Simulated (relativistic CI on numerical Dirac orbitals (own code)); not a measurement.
Method of calculation: Dirac-Coulomb-Breit CI, separate exchange-only KLI orbitals for each configuration, model QED, unscaled Slater integrals (own radial code, finite nucleus).

The strongest absorption lines from the ground level of an ion, among the configurations computed and to levels below about 42300 eV (vacuum wavelength in nm, gf): 0.02929 (0.01), 0.02965 (0.018), 0.03033 (0.037), 0.03038 (0.015), 0.03192 (0.1), 0.03204 (0.043), 0.03747 (0.5), 0.03803 (0.23).

Task: Which ion is it?
A. Ba54+
B. Pd44+
C. Sb49+
D. Pm59+

Result: A. Ba54+ has 2 electrons and the ground level 1s2 1S_0; the strongest line goes to 1s 2p 1P°_1. The pattern of lines fixes the number of electrons, and along that sequence the line energies rise steadily with the charge (about as its square where n changes within one kind of shell, about linearly where n is kept but much faster in heavy ions where fine structure, which grows about as Z⁴, sets the gap, and irregularly where shells cross), which fixes Z. Configurations outside the model, such as inner-shell arrays, can give stronger lines. At this charge energies of transitions that change n are usually good to better than 1 %, and those within a shell (Δn = 0) to a few per cent.

LS names give the leading component of a level, which can be under half, so a name can repeat, a term be missing and a line seem to break the LS rules.
